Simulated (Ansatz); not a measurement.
A nudged elastic band was laid between two geometries of CH$_{3}$AlClF (7 atoms, charge 0, multiplicity 1).

Theory: RKS B3LYP-D4/def2-SVP in Ansatz.

| Property | Result |
| --- | --- |
| movable images | 5 |
| climbing image | yes |
| spring | 5.0 eV/Å² |
| optimiser | quadratic models (default) |
| start path | through a guess of the saddle point |
| force threshold | 0.05 eV/Å |
| iteration limit | 60 |
| end points | relaxed |

Initial state:

```xyz
7
Properties=species:S:1:pos:R:3
C -0.118 0.917 -0.160
Al 0.202 -0.955 0.201
F 1.439 -1.426 1.212
Cl -0.943 -2.512 -0.620
H -0.965 1.065 -0.847
H -0.330 1.461 0.776
H 0.777 1.382 -0.607
```

Final state:

```xyz
7
Properties=species:S:1:pos:R:3
C -0.128 0.920 -0.133
Al 0.226 -0.963 0.125
F 1.790 -1.527 0.194
Cl -1.273 -2.420 0.330
H 0.299 1.261 -1.091
H -1.205 1.147 -0.133
H 0.353 1.514 0.663
```

Which bonds break or form, and what moves?

No bond is made or broken. The dihedral H6–C1–Al2–Cl4 goes from 121 to 2°. The two ends are copies of one structure, up to a mirror image or an exchange of like atoms.

Give the energies along the band, and the barrier.

The forces met the threshold. The highest image is number 3 of 0 to 6, 0.002 eV above the ends, which have the same energy within 2 meV. The top lies less than 8 meV above the higher end, about what the thresholds resolve: that end is a shoulder or a very shallow well. A vibrational analysis at the climbing image gives one clearly imaginary mode, 41i cm⁻¹: a first-order saddle point.

| image | path coordinate (Å) | energy (eV) | dihedral H6–C1–Al2–Cl4 (°) |
| --- | --- | --- | --- |
| 0 | 0.00 | 0.000 | 121 |
| 1 | 0.48 | 0.000 | 100 |
| 2 | 0.95 | 0.001 | 80 |
| 3 | 1.43 | 0.002 | 60 |
| 4 | 1.91 | 0.001 | 40 |
| 5 | 2.40 | 0.000 | 21 |
| 6 | 2.88 | 0.000 | 2 |

What is the geometry of the highest image?


```xyz
7
Properties=species:S:1:pos:R:3
C -0.106 0.921 -0.147
Al 0.236 -0.956 0.167
F 1.722 -1.496 0.688
Cl -1.225 -2.440 -0.107
H -0.432 1.082 -1.188
H -0.920 1.283 0.503
H 0.786 1.539 0.037
```

The band took 4 iterations and about 50 core-seconds.

Time of the run: 55 s on 1 thread of Arm Neoverse V2, on a shared host, peak memory 0.15 GiB.
